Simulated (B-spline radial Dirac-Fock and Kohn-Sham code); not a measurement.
Z = 70 (ytterbium), transition energy 18.2 keV. These are calculated numbers from a radial atomic solver; the model is a Dirac-Hartree-Slater potential of the neutral atom with a Latter tail (no hole, which puts coefficients of high multipoles low close above an edge), finite nucleus with surface currents. The K shell is not open to conversion at this energy. Subshells that would emit electrons below 1 keV are left out.

Question: A pure transition shows α(L) = 2.92e+08, L1/L2 = 23.0 and L1/L3 = 0.0264. What is its multipolarity?
A. E3
B. E2
C. M2
D. M1
E. M4
F. M3
G. E1
H. E4

Answer: E. For comparison, α(L), L1/L2, L1/L3 are E1 5.21, 0.846, 0.561; E2 7030, 0.0188, 0.0143; E3 1.02e+06, 0.0125, 0.00939; E4 4.66e+07, 0.00822, 0.00577; M1 66.2, 10.1, 66.9; M2 14100, 19.7, 1.66; M3 3.27e+06, 24.4, 0.117.
